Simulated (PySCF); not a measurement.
# Excitation energies in several basis sets

C2H7NSi2.
Atom-mapped SMILES: `[NH2:1][SiH2:2][C:3]#[C:4][SiH3:5]` (hydrogens: H6, H7 on N1; H8, H9 on Si2; H10, H11, H12 on Si5)

Structure used (PBE0-D3(BJ)/def2-SVP), in Å, numbered top down from 1:
```
atom  x, y, z in Å
N1    -2.627    1.200    0.356
Si2   -1.935   -0.332   -0.033
C3    -0.084   -0.373   -0.046
C4     1.142   -0.378   -0.050
Si5    2.974   -0.400   -0.064
H6    -2.544    1.960   -0.310
H7    -2.540    1.551    1.304
H8    -2.385   -1.322    0.985
H9    -2.387   -0.717   -1.400
H10    3.492   -0.043    1.289
H11    3.454   -1.763   -0.434
H12    3.480    0.589   -1.061
```

TDDFT with PBE0 (PySCF), vertical singlets, core orbitals frozen in the response, spherical d and f functions. The structure is a single PBE0-D3(BJ)/def2-SVP conformer in the gas phase; no vibrational or solvent corrections.

```csv
basis,functions,diffuse,S1 (eV),S2 (eV),S3 (eV),S4 (eV),S5 (eV),LUMO (eV),α (au)
6-31G*,92,no,5.42,5.66,5.73,6.06,6.47,-0.42,71.7
6-31+G*,112,yes,5.39,5.58,5.68,5.93,6.44,-0.78,81.2
def2-SVP,113,no,5.44,5.66,5.70,6.03,6.32,-0.56,76.9
def2-SVPD,164,yes,5.41,5.62,5.67,6.02,6.37,-0.77,89.8
aug-cc-pVDZ,186,yes,5.39,5.57,5.66,5.92,6.37,-0.81,91.5
def2-TZVP,209,no,5.35,5.56,5.61,5.98,6.34,-0.78,85.0
def2-TZVPD,260,yes,5.33,5.53,5.59,5.93,6.32,-0.86,91.1
```

Problem. Compare the sets with the largest diffuse one.

Solution. States are compared by their number. Against the largest diffuse basis here (def2-TZVPD, itself not a converged limit), sets without diffuse functions differ by up to 0.11 eV in S1 and 0.15 eV in S5; the smaller diffuse sets differ by up to 0.07 and 0.12 eV. State by state, the largest deviation of a set without diffuse functions is S1 0.11, S2 0.13, S3 0.14, S4 0.13, S5 0.15 eV. The same number needn't mean the same state in each row. Against def2-TZVPD the polarisability deviates by -21% in 6-31G*, -11% in 6-31+G*, -16% in def2-SVP, -1% in def2-SVPD, +1% in aug-cc-pVDZ, -7% in def2-TZVP. A single + in a Pople set puts diffuse functions on heavy atoms only.
